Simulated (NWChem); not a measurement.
BCl2, doublet; SMILES Cl[B]Cl

```xyz
3

Cl     1.5302     0.0000    -0.0997
B      0.0000     0.0000     0.7036
Cl    -1.5302     0.0000    -0.0997
```
Atoms are numbered in this order, from 1.

Computed with NWChem. Geometry optimised at PBE0/def2-SVP; all other runs use it. Pople sets run with spherical d functions. Spin-unrestricted. In the optimisation the excess spin sits in a1 (C2v, its own frame). Vzz has the sign of the potential's second derivative. Excited states of an open shell can be spin-contaminated.

```tsv
quantity	level	value
A(iso) 35Cl atom 3 (MHz)	PBE/6-31G*	49.3
lowest empty minus highest occupied level, either spin (eV)	M06-2X/def2-SVP	(withheld)
vertical, lowest excitation (eV)	PBE0/def2-SVPD, TDA	2.35
Vzz B2 (a.u.)	UHF/6-31G*	0.375
dipole (D)	PBE0/def2-SVP	(withheld)
highest harmonic frequency (cm⁻¹)	PBE0/def2-SVP	(withheld)
```

Fill in the missing entries.


- lowest empty minus highest occupied level, either spin (eV), value: 6.12
- dipole (D), value: 0.41
- highest harmonic frequency (cm⁻¹), value: 1012
